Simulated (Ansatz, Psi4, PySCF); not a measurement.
F₄Ti, triplet, geometry from GFN2-xTB (such geometries of metal compounds can be far from the true shape) (the multiplicity is a formal guess). Base run: B3LYP/STO-3G (PySCF).

Geometry (Å):
```xyz
5

Ti     0.0000     0.0000     0.0000
F      1.2563     0.2481    -1.2321
F      1.1392    -0.5802     1.2343
F     -1.2718    -0.3757    -1.1829
F     -1.1238     0.7079     1.1807
```
Charge 0, spin multiplicity 3.
Orbitals are unrestricted.
All else is at PySCF's defaults.

The same geometry, method and basis name were run in Ansatz (a program for electronic structure) and Psi4 and PySCF, at each program's defaults and at the settings that a row names. The base is PySCF at its defaults. Differences at the defaults can come from grids, fitting, cores and function types together.

| code and settings | ΔE vs base (µEh) | basis functions | E (Eh) | SCF cycles |
|---|---|---|---|---|
| PySCF, defaults (exact integrals, its default grid, spherical functions) | 0.0 | 38 | -1234.46690 | 11 |
| Psi4, defaults (density fitting with its default set, its default grid, spherical functions) | -2349 | 38 | -1234.46925 | 8 |
| Ansatz, defaults (factorised integrals, its default grid, spherical functions) | 19.9 | 38 | -1234.46688 | - |
| PySCF, density fitting with def2-universal-jkfit | -2398 | 38 | -1234.46930 | 11 |
| PySCF, fine grid | 19.7 | 38 | -1234.46688 | 9 |
| Psi4, exact integrals, spherical functions, fine grid | 21.1 | 38 | -1234.46688 | 10 |
| Ansatz, high accuracy | 14.5 | 38 | -1234.46689 | - |

Open shells are given as the SCF converged; they aren't shown to be the lowest states, and a large step between rows can be another state.
